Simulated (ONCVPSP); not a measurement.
# Building the ONCV potential for tantalum (Ta) (PBE, scalar-relativistic).

| Item | Value |
| --- | --- |
| Element | tantalum |
| Generator | ONCVPSP 4.0.1 |
| Type | optimised norm-conserving Vanderbilt (ONCV) |
| Functional | PBE |
| Relativity | scalar-relativistic |
| Frozen core | [Kr] 4d10 4f14 |
| Valence charge | 13 |
| Reference configuration | 5s2 5p6 5d3 6s1.75 (charge +0.25) |
| Partial waves | 5s+6s: rc 1.75 bohr, ncon 4, nbas 8, qcut 8.8 1/bohr, 2 projectors; 5p: rc 1.50 bohr, ncon 4, nbas 8, qcut 5.8 1/bohr, 2 projectors, debl 2.9 Ha; 5d: rc 1.75 bohr, ncon 4, nbas 8, qcut 6.1 1/bohr, 2 projectors, debl 3 Ha |
| Local potential | polynomial inside 1.30 bohr (lpopt 3, dvloc0 4 Ha) |
| Core correction | none |

Calculated quality:

| Item | Value |
| --- | --- |
| Cutoffs needed | 30 Ha and 87 Ha (the cutoffs (Ha) at which the residual kinetic energy of the hardest occupied pseudo-wave falls to 1 and 0.1 mHa per electron) |
| Ghost test | no bound ghost flagged; no localised positive-energy state flagged |
| Largest excitation error | -143 meV (all-electron minus pseudo) for 5s2 5p5 5d3 6s2, out of 4 test configurations |

Generation and tests took about 4.3 s on one core of a shared server CPU.
